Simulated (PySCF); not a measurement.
Compound: C3H7O3S (doublet state).
Z-matrix (Å and degrees, PBE0-D3(BJ)/def2-SVP geometry), rows numbered from 1:
```
C 
C   1  1.4751
C   2  1.5180  1  115.33
S   2  1.8322  1  109.40  3  -124.12
O   4  1.4461  2  108.44  1   -49.35
O   4  1.4572  2  110.00  1   175.63
O   4  1.6315  2  100.68  1    63.58
H   1  1.0925  2  119.58  3    30.68
H   1  1.0908  2  120.31  3  -161.81
H   2  1.1049  1  110.82  3   127.05
H   3  1.1002  2  110.50  1   -55.68
H   3  1.0995  2  109.52  1    63.33
H   3  1.0986  2  110.99  1  -176.65
H   7  0.9696  4  106.36  2   114.98
```

The hyperfine couplings belong to this conformer and change with its torsions.

As a line formula: `[C@H](C)([CH2])S(O)(=O)=O` [radical].

Theory: UKS B3LYP, IGLO-III on C O S, pcH-1 on H, non-relativistic, mean-field spin-orbit, GIAO in PySCF 2.14.0. Geometry: PBE0-D3(BJ)/def2-SVP, one conformer, isolated molecule. The SCF solution wasn't tested for stability.

Predict the first-order ENDOR lines of C1, C2, C3, H8/H9, H10 and H14 under fast tumbling at B = 334.9 mT (X band).

For S = 1/2 in fast tumbling each set of equivalent nuclei gives two lines, ν± = |νn ± a/2| to first order, with νn = g_N μN B/h and μN/h = 7.62259 MHz/T.

| nuclei | isotope | g_N | νn (MHz) | a_iso (MHz) | lower line (MHz) | upper line (MHz) |
| --- | --- | --- | --- | --- | --- | --- |
| C1 | 13C | 1.4048 | 3.59 | 94.89 | 43.86 | 51.03 |
| C2 | 13C | 1.4048 | 3.59 | -26.57 | 9.70 | 16.87 |
| C3 | 13C | 1.4048 | 3.59 | 9.80 | 1.31 | 8.49 |
| H8/H9 | 1H | 5.5857 | 14.26 | -60.55 | 16.02 | 44.54 |
| H10 | 1H | 5.5857 | 14.26 | 46.22 | 8.85 | 37.37 |
| H14 | 1H | 5.5857 | 14.26 | -0.86 | 13.83 | 14.69 |

The rows for 13C, of low natural abundance, apply to labelled samples.

Which pairs are centred on the nuclear Larmor frequency, and which on half the coupling?

Centred on νn, since |a| < 2νn: H14. Centred on |a|/2 and split by 2νn: C1, C2, C3, H8/H9 and H10.

At what field would the lower line of H8/H9 fall to zero frequency?

Where νn = |a|/2, that is B = 30.28 MHz/(5.5857 × 7.62259 MHz/T) = 711 mT, as far as first order holds there.

Nuclei that the bonding pattern makes equivalent are averaged, as if the motion that swaps them (rotation, inversion, ring flip) were fast.
